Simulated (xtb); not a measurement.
ethylene (C2H4), singlet, geometry from GFN2-xTB. Base run: GFN2-xTB in xtb.

Geometry (Å):
```xyz
6

C     -0.0133    -0.0066     0.6580
C      0.0133     0.0066    -0.6580
H     -0.0209     0.9017     1.2382
H     -0.0287    -0.9262     1.2198
H      0.0287     0.9262    -1.2198
H      0.0209    -0.9017    -1.2382
```
All else is at xtb's defaults.
Base energy -6.27126 Eh.

Variants of this job, named by their change:

| change | ΔE vs base (kJ/mol) | HOMO-LUMO gap (eV) | SCF cycles |
|---|---|---|---|
| base | 0.00 | 5.68 | 8 |
| acc = 30 | 0.00 | 5.68 | 6 |
| file = coord | 0.00 | 5.68 | 8 |
| acc = 1000 | 0.00 | 5.68 | 4 |
| acc = 0.1 | 0.00 | 5.68 | 9 |
